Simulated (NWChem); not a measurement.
A series in which one site is exchanged, each optimised at PBE0/def2-SVP with NWChem, gas phase unless a solvent is named. All stand in one matching conformer (torsions within 35°), which need not be the lowest. Some are not confirmed as minima by frequencies. def2 effective core potentials on I; no spin-orbit coupling.

A: IB(OC)Cl (CH₃BClIO; site = I)
B: COB(F)Cl (CH$_{3}$BClFO; site = F)
C: COBCl (CH4BClO; site = H)
D: O(C)B(Cl)Cl (CH3BCl2O; site = Cl)

```csv
quantity,A,B,C,D
"dipole (D), PBE0/def2-SVP",2.51,2.41,[?],2.45
"orbital gap (eV), PBE0/def2-SVP",7.20,10.03,[?],8.84
"static polarisability, PBE0/def2-SVPD (bohr³)",79.4,44.1,[?],58.2
"lowest singlet excitation, PBE0/def2-SVPD, TDA (eV)",5.53,8.16,[?],6.96
```

Problem. What belongs in the gaps?

Solution. 
- dipole (D), PBE0/def2-SVP, C: 2.70
- orbital gap (eV), PBE0/def2-SVP, C: 8.59
- static polarisability, PBE0/def2-SVPD (bohr³), C: 46.6
- lowest singlet excitation, PBE0/def2-SVPD, TDA (eV), C: 6.72
